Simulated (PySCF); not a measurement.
## Magnetisability: SMILES O=C(O)[C@@H]1C[C@H]1CF, C5H7FO2

Cartesian coordinates in Å; atom numbers follow the order of the lines, from 1:
```xyz
15

O     1.1204   -2.4901    1.1597
C     1.1400   -1.4003    0.6497
O     2.2217   -0.6068    0.6958
C     0.0020   -0.7968   -0.0790
C     0.2507    0.1330   -1.2421
C    -0.2578    0.6882    0.0426
C    -1.6832    1.1589    0.1604
F    -1.7758    2.4806   -0.2093
H     2.9336   -1.0506    1.1821
H    -0.8533   -1.4580   -0.1261
H    -0.4249    0.0641   -2.0807
H     1.2762    0.3318   -1.5097
H     0.4402    1.2542    0.6460
H    -2.0448    1.1001    1.1932
H    -2.3495    0.5996   -0.5043
```

Level of theory: PySCF, GIAO wB97X-D/pcSseg-1 magnetisability, rotational g tensor and spin-rotation constants, non-relativistic, gas phase. Geometry: GFN2-xTB.

(1) How diamagnetic is it, and how anisotropic?

(2) Split it along the inertial axes a, b, c into diamagnetic and paramagnetic parts about the centre of mass, with the quadrupole moment.

(3) And the rotational g tensor?

## Answers

(1) Isotropic -1169 × 10⁻³⁰ J/T², or -70.4 × 10⁻⁶ cm³/mol; principal values -1229, -1161, -1116 × 10⁻³⁰ J/T², anisotropy 98 × 10⁻³⁰ J/T² (root of half the summed squared differences of the principal values). The susceptibility is in cgs units.

(2) 
| axis | χ (10⁻⁶ cm³/mol) | diamagnetic (10⁻⁶ cm³/mol) | paramagnetic (10⁻⁶ cm³/mol) | summed x² of all electrons (Å²) | quadrupole Θ (D Å) |
| --- | --- | --- | --- | --- | --- |
| a | -72.1 | -329.8 | 257.8 | 253.2 | -11.44 |
| b | -69.1 | -1217.3 | 1148.3 | 44.0 | +3.48 |
| c | -70.0 | -1261.2 | 1191.2 | 33.7 | +7.96 |

Anisotropies 2χaa − χbb − χcc = -5.1 and 2χbb − χaa − χcc = +4.0 × 10⁻⁶ cm³/mol. Θ is traceless in Buckingham's convention.

(3) 
```csv
axis,rotational constant (GHz),g,nuclear part,electronic part
a,5.1722,-0.0174,0.6089,-0.6263
b,0.9824,-0.0088,0.5212,-0.5299
c,0.9473,-0.0092,0.5210,-0.5302
```
Asymmetric top; isotopes 12C, 19F, 1H, 16O; no vibrational averaging.
